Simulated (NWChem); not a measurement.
System: C2H9NSi; SMILES CN[SiH2]C

The following NWChem deck was run.

```
start job
memory heap 200 mb stack 900 mb global 1100 mb
geometry units angstroms noautoz
  Si    -0.579478    -0.650964     0.103456
  C      0.990240    -1.635657    -0.192458
  N     -0.381576     1.011257    -0.356354
  C      0.548484     1.932653     0.248756
  H     -1.703345    -1.163447    -0.740357
  H     -0.966848    -0.844576     1.546121
  H      1.820203    -1.270569     0.432967
  H      1.301196    -1.572395    -1.246295
  H      0.828178    -2.695127     0.062211
  H     -1.191890     1.462672    -0.765362
  H      0.162576     2.440872     1.155164
  H      1.467521     1.403303     0.547593
  H      0.860020     2.717088    -0.462198
end
basis spherical
  * library def2-tzvp
end
dft
  xc xctpssh
  iterations 150
  semidirect filesize 400000000
  mulliken
end
task dft energy
```

Structure relaxed at the PBE0/def2-SVP level.

Question: What results follow from this input? (TPSSh/def2-TZVP.) Quantities: energy (Ha); highest occupied level (eV); orbital gap (eV); dipole (D).

Answer: 
* **energy (Ha)**: -425.99
* **highest occupied level (eV)**: -5.89
* **orbital gap (eV)**: 6.49
* **dipole (D)**: 0.89
